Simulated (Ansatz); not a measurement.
`[OH][In]([F])[O][SiH3]` → F• + 4 H• + In• + 2 O• + Si•  (atomization)

Program: Ansatz. Geometries: PBE0-D4/def2-TZVP. ΔE: electronic, gas phase. CCSD(T)/CBS adds triple-zeta CCSD(T) − MP2 to the extrapolated MP2 energy (def2 sets, frozen cores). This one scheme is used for every species, atoms too. For atomizations the MP2-based limit and the directly extrapolated one differ by several kJ/mol either way, and by 10 to 25 for some Ge, Se and Sn compounds, so smaller differences from it don't rank the levels. Functionals use def2-TZVPP. No spin–orbit coupling; open shells (•) take unrestricted orbitals. Spin–orbit coupling would lower the free atoms: a little for F, O, Si; strongly for In. Elements past krypton have def2 core potentials. Bonds to In are less sure, by a few kJ/mol each and by 10 to 20 or more in all where they break to atoms, as the def2 sets lack core-valence functions. One conformer a species, not always the lowest.

(1) What is ΔE at CCSD(T)/CBS? (Best estimate.)

(2) What do these levels give: BLYP-D4, r2SCAN0-D4, PBE0, r2SCANh, BHLYP, CAM-B3LYP, LC-ωPBE, HF/def2-TZVPP, MP2/def2-TZVPP, SCS-MP2/def2-TZVPP, CCSD(T)/def2-TZVPP, MP2/CBS(def2)? (Estimate.)

Largest T1 diagnostic among the species: 0.017.

Answers

(1) Ansatz gave: +706.9 kcal/mol.

(2) Ansatz gave: BLYP-D4 692.4, r2SCAN0-D4 676.1, PBE0 677.3, r2SCANh 687.3, BHLYP 655.8, CAM-B3LYP 694.4, LC-ωPBE 695.6, HF/def2-TZVPP 478.3, MP2/def2-TZVPP 699.5, SCS-MP2/def2-TZVPP 693.0, CCSD(T)/def2-TZVPP 680.6, MP2/CBS(def2) 725.8 kcal/mol.

In def2-TZVPP, CCSD(T) changes the Hartree–Fock value by +202.3 kcal/mol (the triples alone add +13.1 kcal/mol) and MP2 by +221.2 kcal/mol; breaking electron pairs costs correlation energy, which Hartree–Fock lacks. At CCSD(T), def2-SVP lies −66.7 kcal/mol from the extrapolated value and def2-TZVPP −26.3 kcal/mol: correlation converges slowly with the basis, and small sets miss more of it in the bonded molecule than in its fragments.
